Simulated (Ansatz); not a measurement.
Geometry optimisation, RKS PBE0/cc-pVDZ in Ansatz 0.2.0.

input.yaml

```yaml
crystal:
  periodic: [false, false, false]
  atoms:
    - { symbol: "N", position_ang: [0.7256, -2.8459, -1.1011] }
    - { symbol: Si, position_ang: [1.0886, -1.6352, 0.0559] }
    - { symbol: Si, position_ang: [-0.5772, -0.1494, 0.5281] }
    - { symbol: Si, position_ang: [-0.4107, 1.6545, -0.7748] }
    - { symbol: C, position_ang: [-0.9672, 2.5098, 0.8394] }
    - { symbol: S, position_ang: [-0.0098, 1.3929, 1.9639] }
    - { symbol: H, position_ang: [1.5467, -3.3022, -1.3819] }
    - { symbol: H, position_ang: [0.1083, -3.4871, -0.7022] }
    - { symbol: H, position_ang: [1.477, -2.4222, 1.2792] }
    - { symbol: H, position_ang: [2.3142, -0.9758, -0.4399] }
    - { symbol: H, position_ang: [-1.9078, -0.6868, 0.8898] }
    - { symbol: H, position_ang: [0.8753, 2.0616, -1.2614] }
    - { symbol: H, position_ang: [-1.5861, 1.7747, -1.8377] }
    - { symbol: H, position_ang: [-0.6495, 3.5662, 0.9173] }
    - { symbol: H, position_ang: [-2.0492, 2.4943, 1.0548] }
basis:
  gaussian: { orbitals: cc-pVDZ }
hamiltonian:
  xc: pbe0
relax:
  f_tol: 0.015
  max_steps: 40
```

Run as:

```bash
$ ansatz run input.yaml --threads 2 --pin off --max-ram 3072MiB --backend cpu --events-out ev --progress --plain --runs-dir out
```

Where does it end, and by what steps?

It converged. The force dipped under the threshold on the way, but the program's further checks kept it going. After 12 steps the energy has fallen by 0.834 eV; H11 moved furthest, 0.51 Å.

| step | energy less start (eV) | largest force component (eV/Å) | accepted |
| --- | --- | --- | --- |
| 0 | 0.0000 | 3.459 | yes |
| 1 | -0.7196 | 0.635 | yes |
| 2 | -0.7912 | 0.184 | yes |
| 3 | -0.7778 | 0.436 | no |
| 4 | -0.8123 | 0.091 | yes |
| 5 | -0.8223 | 0.126 | yes |
| 6 | -0.8290 | 0.069 | yes |
| 7 | -0.8329 | 0.027 | yes |
| 8 | -0.8339 | 0.038 | yes |
| 9 | -0.8342 | 0.013 | yes |
| 10 | -0.8344 | 0.051 | yes |
| 11 | -0.8344 | 0.052 | no |
| 12 | -0.8345 | 0.009 | yes |

```xyz
15
Properties=species:S:1:pos:R:3
N 0.806 -2.936 -1.022
Si 1.251 -1.710 0.160
Si -0.567 -0.235 0.363
Si -0.695 1.772 -0.833
C -0.894 2.585 0.891
S -0.290 1.219 1.991
H 1.559 -3.559 -1.308
H 0.001 -3.508 -0.776
H 1.624 -2.211 1.535
H 2.435 -0.975 -0.389
H -1.856 -1.006 0.494
H 0.620 2.147 -1.449
H -1.791 2.061 -1.819
H -0.284 3.486 1.056
H -1.941 2.819 1.135
```

The run took 89 s on 2 threads of Arm Neoverse V2, on a shared host, peak memory 0.47 GiB.
